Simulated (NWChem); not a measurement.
## CHF2 (+1)

```xyz
4

F      1.0521     0.0000    -0.2206
C      0.0000     0.0000     0.4088
F     -1.0521     0.0000    -0.2206
H      0.0000     0.0000     1.5176
```
Charge +1, spin multiplicity 1.

Program: NWChem. All single points use one geometry, from PBE0/def2-SVP, a minimum by its harmonic frequencies.

Symmetry labels belong to the abelian group C2v used in the runs, with the axes of the coordinates shown.

The spin multiplicity of the parent species was assumed, not shown to be that of its ground state. The structure started from a generated list of species.

Q: List the lowest 6 singlet excitations that CIS/aug-cc-pVDZ gives, with oscillator strengths.

A: 
```csv
state,symmetry,energy (eV),wavelength (nm),f
1,b2,9.38,132,0.018
2,a2,10.98,113,0.000
3,b1,12.61,98,0.133
4,a2,14.95,83,0.000
5,b2,15.00,83,0.010
6,a1,15.06,82,0.059
```
